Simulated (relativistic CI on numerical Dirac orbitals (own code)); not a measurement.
Te14+: sensitivity of the levels to the model

Base calculation: Dirac-Coulomb-Breit CI, orbitals from a KLI potential per configuration, QED by a radiative potential, unscaled Slater integrals.

Configurations in the expansion (outside the closed core [Ar] 3d10): 4s²4p⁶4d², 4s²4p⁵4d³, 4s²4p⁶4d4f, 4s4p⁶4d³, 4s²4p⁶4d5s, 4s²4p⁵4d²4f, 4s²4p⁶4d5p, 4s4p⁶4d²4f, 4s²4p⁶4f5s, 4s²4p⁶4d5d, 4s²4p⁶5s5p, 4s²4p⁵4d²5s, 4s²4p⁶4d5f, 4s²4p⁶4d6s, 4s²4p⁶4d6p, 4s²4p⁵4d²5p, 4s²4p⁶4d5g, 4s²4p⁶4d6d, 4s²4p⁶4d6f, 4s²4p⁵4d²5d, 4s4p⁶4d²5s, 4s²4p⁶4d7s, 4s²4p⁶4f², 4s²4p⁵4f³, 4p⁶4d⁴, 4p⁵4d⁵, 4p⁵4d⁴4f, 4s²4p⁶5s², 4s²4p⁵4f5s², 4s²4p⁶4f5p, 4s²4p⁵4f²5p, 4s²4p⁶5p², 4s²4p⁵4f5p². Double excitations out of closed p, d and f shells are left out; levels of such configurations are missing from the list, as are those of other unlisted configurations, and high levels can miss mixing partners. These lack a partner that the ground configuration has and come out too high: 4s4p⁶4d²4f, 4s²4p⁵4d²5s, 4s²4p⁵4d²5d, 4s4p⁶4d²5s, 4s²4p⁵4d²5p.

The lowest level and the first level of each name with at least 55 % of one term (blank where a level has no safe partner in the second run):

```
         Level  Base (cm⁻¹)  Shift (cm⁻¹)
 4s²4p⁶4d² ³F2            0             0
 4s²4p⁶4d² ³F3        13087             0
 4s²4p⁶4d² ³F4        24488             0
 4s²4p⁶4d² ³P0        27945            +4
 4s²4p⁶4d² ³P1        34929            +4
 4s²4p⁶4d² ¹G4        49329            +3
 4s²4p⁶4d² ¹S0       105425            +1
4s²4p⁵4d³ ⁵D°1       595297          +985
4s²4p⁵4d³ ⁵D°0       599011          +984
4s²4p⁵4d³ ⁵S°2       600148          +987
4s²4p⁵4d³ ⁵G°6       623243          +989
4s²4p⁵4d³ ³G°3       628840         +1003
4s²4p⁵4d³ ³G°4       633656          +995
4s²4p⁵4d³ ³P°1       642690         +1000
```

At this charge energies of transitions that change n are usually good to better than 1 %, and those within a shell (Δn = 0) to a few per cent. Terms inside the open d or f shell come out 10 to 20 % too wide with unscaled integrals. Levels and lines within the n = 5 or 6 shells can be off by up to 10 % or somewhat more, and those that change n by about 2 %, since core polarisation is missing.

Problem. One thing was changed in a second run, which moved the levels as shown. Which?
A. Breit term removed
B. configuration mixing switched off
C. P86 correlation estimate
D. QED terms removed
E. one mean potential for all configurations

Solution. C. P86 correlation estimate. A correlation estimate moves all levels of a configuration together before mixing; mixed levels move by a weighted share.

LS names give the leading component of a level, which can be under half, so a name can repeat, a term be missing and a line seem to break the LS rules.
